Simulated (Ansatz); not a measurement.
Consider the cleavage of the Si–Si bond: `O[SiH2][SiH](O)F` + CH₃NH₂ → `CN[SiH2]O` + `O[SiH2]F`.

Gas-phase electronic energies from Ansatz, PBE0-D4/def2-TZVP geometries. CCSD(T)/CBS is the MP2 limit (def2-TZVPP, def2-QZVPP) plus CCSD(T) − MP2 in def2-TZVPP, frozen cores. DFT in def2-TZVPP. B3LYP here is the variant with VWN-RPA as its local correlation; programs differ in this. HSE06 is defined as in plane-wave codes. Each species was taken in one conformer, which may not be the lowest.

```csv
level,ΔE (kJ/mol),difference from CCSD(T)/CBS
revPBE-D4,-65.9,20.9
BLYP-D4,-77.1,9.7
PBE0-D4,-72.4,14.4
B3LYP-D4,-81.9,4.9
r2SCAN0-D4,-83.9,2.9
HSE06-D4,-72.4,14.4
ωB97X-V,-81.5,5.3
PBE,-66.4,20.4
revPBE,-64.2,22.6
r2SCAN,-80.3,6.5
B3LYP,-83.4,3.4
r2SCANh,-81.9,4.9
HF/def2-TZVPP,-99.1,-12.3
SCS-MP2/def2-TZVPP,-96.8,-10.0
CCSD(T)/def2-TZVPP,-88.1,-1.3
HF/CBS(def2),-100.8,-14.0
CCSD(T)/CBS,-86.8,0
```

**Question.** What do rigid-rotor, harmonic-oscillator terms from PBE0-D4/def2-TZVP frequencies (298.15 K, 1 bar) make of the CCSD(T)/CBS value? (An estimate is asked.)

**Answer.** The calculation gave: ΔZPE = -5.1 kJ/mol, ΔH = -93.3 kJ/mol, ΔS = -2 J/(mol·K), ΔG = -92.7 kJ/mol. Modes under 50 cm⁻¹ make the entropy rough.

Largest T1 diagnostic among the species: 0.012.

From BLYP to BHLYP (50 % exact exchange), in def2-TZVPP and without D4, ΔE moves by −13.4 kJ/mol. Leaving LDA and LC-ωPBE aside and taking each functional with its dispersion term where it has one, the values, not all of them listed here, spread over 23.6 kJ/mol, from B2PLYP to PBE-D4. LDA lies −7.9 kJ/mol from PBE without D4.
